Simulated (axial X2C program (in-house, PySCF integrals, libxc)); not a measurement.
## KTe⁺: cheaper levels and CCSD(T), with spin–orbit coupling

Calculated with an in-house relativistic program for diatomic molecules. Two-component (2c) means X2C with spin–orbit coupling and atomic mean-field two-electron Coulomb and Gaunt terms. Basis: Te dyall-cv3z [11s12p8d4f1g], K dyall-cv3z [11s12p6d3f] (cores contracted in-house); Gaussian nuclei, density fitting, unrestricted open shells. Masses: Te 129.906 u, K 38.964 u.

State: Ω = 1 (⟨Sz⟩ = 0.80, ⟨Lz⟩ = 0.20 at HF); fragments Te + K+.

| level | Re (Å) | ωe (cm⁻¹) | De (eV) |
| --- | --- | --- | --- |
| PBE0 | 3.609 | 87.6 | 0.310 |
| HF | 3.770 | 75.4 | n/a |
| MP2 | 3.625 | 87.6 | 0.249 |
| CCSD | 3.649 | 84.9 | 0.278 |
| BHandHLYP | 3.648 | 82.1 | 0.285 |

Correlated methods: 14 electrons correlated (number of frozen shells: Te 4 s, 3 p, 2 d; K 2 s, 1 p), 290 virtual spin orbitals or spinors in MP2, 90 natural virtuals in coupled cluster.

CCSD(T), same Hamiltonian and basis:

Re = 3.638 Å, ωe = 85.7 cm⁻¹, De = 0.26 eV; T1 = 0.007 (Lee–Taylor normalisation).

Question: Give the differences from CCSD(T) in the columns below.

Answer: 

```json
{"level": "PBE0", "ΔRe (Å)": "-0.029", "Δωe (cm⁻¹)": "1.9"}
{"level": "HF", "ΔRe (Å)": "0.132", "Δωe (cm⁻¹)": "-10.3"}
{"level": "MP2", "ΔRe (Å)": "-0.013", "Δωe (cm⁻¹)": "1.9"}
{"level": "CCSD", "ΔRe (Å)": "0.011", "Δωe (cm⁻¹)": "-0.8"}
{"level": "BHandHLYP", "ΔRe (Å)": "0.010", "Δωe (cm⁻¹)": "-3.6"}
```

The state is one determinant whose occupation by symmetry is held fixed; it was picked as the lowest of a PBE0 search that is not exhaustive. Dissociation energies refer to the lowest single-determinant-based atoms at the same level and basis. De is not given where an atomic determinant may have missed its ground term or J level, or where the truncated virtual space spoils (T). Density functionals use the spin component along the axis (collinear). Coupled cluster ran in a truncated set of natural virtual spinors; the MP2 energy of the rest was added. (T) has no such correction and the atoms are truncated less, which lowers De at CCSD(T) by a hundredth of an eV or more. PBE0 can misorder states that lie within some tenths of an eV, so this need not be the ground state of the molecule. The nearest other 2c determinant of the search, Ω = 2, lies 0.21 eV up at the distance of the search. The functionals have no current-density term, which raises determinants with orbital currents, atoms included. With several unpaired electrons one determinant need not be a pure state. Open-shell Ω = 0 determinants with evenly filled partner blocks cannot be reached by this program, so the Ω shown need not be the lowest component. This is the Ω = 1 component of a π² triplet; the 0⁺ component is not one determinant and can lie lowest. With the outer-core shells frozen, correlated bond lengths of heavy atoms tend to come out a few hundredths of an ångström too long. The bond is weak, and without diffuse functions and with truncated virtuals even CCSD(T) can be tens of per cent off in De.
